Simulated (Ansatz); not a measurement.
`B[NH][GaH][CH3]` + `FC[SiH3]` → `B[SiH2]CF` + `[CH3][GaH][NH2]`  (formal exchange of groups at a B–N bond)

Program: Ansatz. Geometries: PBE0-D4/def2-TZVP. ΔE: electronic, gas phase. CCSD(T)/CBS adds triple-zeta CCSD(T) − MP2 to the extrapolated MP2 energy (def2 sets, frozen cores). DFT in def2-TZVPP. HSE06 is defined as in plane-wave codes. For Ga outer-core shells are correlated without core-valence functions, which leaves a few kJ/mol of doubt a bond. Scalar relativity is left out up to krypton. One conformer a species, not always the lowest.

`B[NH][GaH][CH3]`:

Z-matrix (Å, degrees):
```
C
Ga 1 1.955
H 1 1.093 2 109.9
H 1 1.092 2 110.1 3 -117.7
H 1 1.090 2 111.8 3 120.9
N 2 1.864 1 117.4 3 61.9
H 2 1.568 1 128.1 3 -118.0
B 6 1.397 2 125.6 1 -0.1
H 6 1.010 2 117.5 1 -180.0
H 8 1.202 6 119.1 2 0.1
H 8 1.201 6 120.7 2 -179.8
```

`FC[SiH3]`:

```xyz
8

F     0.259    1.609    1.044
C     0.544    0.278    0.756
Si   -0.492   -0.317   -0.714
H     0.337   -0.317    1.652
H     1.616    0.197    0.544
H    -0.143   -1.740   -0.971
H    -0.182    0.497   -1.917
H    -1.938   -0.208   -0.395
```

`B[SiH2]CF`:

```xyz
10

B     0.002    1.732   -0.696
Si    0.706    0.013    0.074
C    -0.669   -1.246    0.429
F    -0.154   -2.425    0.958
H     0.766    2.614   -0.956
H    -1.157    1.930   -0.918
H     1.438    0.305    1.340
H     1.677   -0.586   -0.887
H    -1.394   -0.841    1.144
H    -1.216   -1.495   -0.487
```

`[CH3][GaH][NH2]`:

Z-matrix (Å, degrees):
```
C
Ga 1 1.962
H 1 1.093 2 110.5
H 1 1.093 2 110.4 3 118.4
H 1 1.091 2 111.7 3 -120.8
N 2 1.819 1 118.1 3 121.0
H 2 1.566 1 126.4 3 -59.0
H 6 1.006 2 124.0 1 -180.0
H 6 1.006 2 124.3 1 -0.0
```

(1) Is it downhill or uphill in electronic energy at CCSD(T)/CBS, and by how much? (An estimate is asked.)

(2) What do these levels give: BLYP-D4, r2SCANh-D4, HSE06-D4, BHLYP, SCS-MP2/def2-TZVPP, HF/CBS(def2)? (Best estimate.)

Largest T1 diagnostic among the species: 0.013.

## Answers

(1) Ansatz gave: Uphill: ΔE = +38.2 kcal/mol.

(2) The calculation gave: BLYP-D4 39.0, r2SCANh-D4 38.4, HSE06-D4 37.7, BHLYP 39.5, SCS-MP2/def2-TZVPP 40.4, HF/CBS(def2) 39.2 kcal/mol.

At CCSD(T), def2-SVP lies +4.6 kcal/mol from the extrapolated value and def2-TZVPP +1.0 kcal/mol. Leaving LDA and LC-ωPBE aside and taking each functional with its dispersion term where it has one, the values, not all of them listed here, spread over 2.8 kcal/mol, from revPBE-D4 to BHLYP-D4. LDA lies +2.2 kcal/mol from PBE without D4.
